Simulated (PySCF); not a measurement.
System: bis(prop-2-enyl)silane, C6H12Si, net charge 0, singlet state. SMILES: C=CC[SiH2]CC=C
Structure (B3LYP-D3(BJ)/def2-TZVP (Ansatz) minimum search):
```xyz
19

C     -2.9621    -0.0876    -0.9735
C     -2.4666    -0.4421     0.2075
C     -1.6187     0.4156     1.0884
Si     0.2057    -0.0898     1.0115
C      0.9026     0.2127    -0.7175
C      2.2789    -0.3470    -0.8708
C      3.4036     0.3599    -0.8967
H     -2.8083     0.9065    -1.3786
H     -3.5429    -0.7760    -1.5730
H     -2.6482    -1.4520     0.5664
H     -1.6939     1.4672     0.7978
H     -1.9423     0.3417     2.1311
H      0.3270    -1.5307     1.3498
H      0.9838     0.6934     2.0031
H      0.8976     1.2903    -0.9042
H      0.2117    -0.2462    -1.4311
H      2.3429    -1.4304    -0.9306
H      3.3953     1.4426    -0.8358
H      4.3704    -0.1185    -0.9809
```

Dispersion corrections to the total energy (kcal/mol) from the dftd3 and dftd4 libraries through PySCF: D3(BJ) without and D4 with the three-body term, each with the damping fitted for the functional named.

```
functional  D3(BJ)      D4
----------  ------  ------
HSE06        -7.42   -8.11
PBE0           ___   -8.71
HF          -76.29  -35.02
BLYP        -22.50  -22.08
r2SCAN       -3.27     ___
BHLYP       -14.43  -11.98
B2GP-PLYP    -6.79     ___
```

Q: Fill in the missing entries.

A: 
- PBE0, D3(BJ): -9.46
- r2SCAN, D4: -2.76
- B2GP-PLYP, D4: -4.42
